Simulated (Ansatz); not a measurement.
Basis sets compared for Cu₂H⁺. Total charge 1; singlet. Geometry PBE-D4/def2-TZVP. Ansatz on 4 threads of Arm Neoverse N1 on a shared host; times are rough, and most runs start from earlier orbitals.

```tsv
atom	x (Å)	y (Å)	z (Å)
Cu1	-1.1448	-0.4738	-0.1939
Cu2	0.7440	0.7639	0.6600
H3	0.4008	-0.2901	-0.4661
```

The structure comes from a short search, and lower isomers may exist.

```json
{"level": "PBE-D4/def2-SVP", "functions": "67", "energy (Eh)": "-3280.3990", "HOMO (eV)": "-11.30", "LUMO (eV)": "-8.46", "wall time": "0.9 s"}
{"level": "PBE0-D4/def2-SVP", "functions": "67", "energy (Eh)": "-3280.4160", "HOMO (eV)": "-12.87", "LUMO (eV)": "-7.28", "wall time": "1.1 s"}
```

(1) Estimate the rows for PBE-D4/def2-TZVP, PBE0-D4/def2-TZVP (with forces).

Answers

(1) 
| level | functions | energy (Eh) | HOMO (eV) | LUMO (eV) | wall time |
| --- | --- | --- | --- | --- | --- |
| PBE-D4/def2-TZVP | 96 | -3280.8984 | -11.97 | -8.91 | 1.1 s |
| PBE0-D4/def2-TZVP (with forces) | 96 | -3280.8975 | -13.36 | -7.63 | 2.6 s |
